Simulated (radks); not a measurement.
The numbers below are computed, except where a source is named.
How relativity changes the ionisation of the tellurium ion Te2+ ([Kr] 4d10 5s2 5p2) to Te3+ ([Kr] 4d10 5s2 5p1). Spin-unpolarised spherical Kohn-Sham, PBE, point nucleus unless stated (finite: rms radius 4.7423 fm), a radial shooting solver on a logarithmic mesh with Libxc functionals. A level marked "c x" has the speed of light scaled by that factor and shares open shells by 2j + 1; other Dirac levels either fill j = l - 1/2 first or share by 2j + 1.

\begin{tabular}{lrrrrr}
level & E(Te2+) (hartree) & E(Te3+) (hartree) & IE (eV) & HOMO & <r> HOMO (bohr) \\ \hline
non-rel. & -6612.75096 & -6611.76615 & 26.798 & 5p & 2.364 \\
scalar-rel. & -6793.46539 & -6792.47689 & 26.898 & 5p & 2.342 \\
scalar-rel., finite nucleus & -6793.25679 & -6792.26829 & 26.899 & 5p & 2.342 \\
Dirac, 2j+1 shares & -6795.78517 & -6794.79559 & 26.928 & 5p3/2 & 2.368 \\
Dirac, low j first & -6795.83745 & -6794.82549 & 27.537 & 5p1/2 & 2.293 \\
Dirac, 2j+1 shares, finite nucleus & -6795.57589 & -6794.58630 & 26.928 & 5p3/2 & 2.368 \\
Dirac, c x 0.75 & -6959.12285 & -6958.12857 & 27.056 & 5p3/2 & 2.374 \\
Dirac, c x 1.25 & -6726.79062 & -6725.80290 & 26.877 & 5p3/2 & 2.366 \\
Dirac, c x 3 & -6631.82295 & -6630.83766 & 26.811 & 5p3/2 & 2.364 \\
\end{tabular}

NIST Atomic Spectra Database: 27.84 eV (measured). The relativistic part of the total energy of Te2+ is -182.8 hartree (Dirac, 2j+1 shares, finite nucleus), 2.8 % of the non-relativistic value. Spin polarisation and multiplet splitting of open shells are left out at every level.

Beside tabulated values, note that relativity, absent from the non-relativistic runs, is large for the heavy elements, and spin-unpolarised runs miss the spin-polarisation part of the exchange energy of open shells.
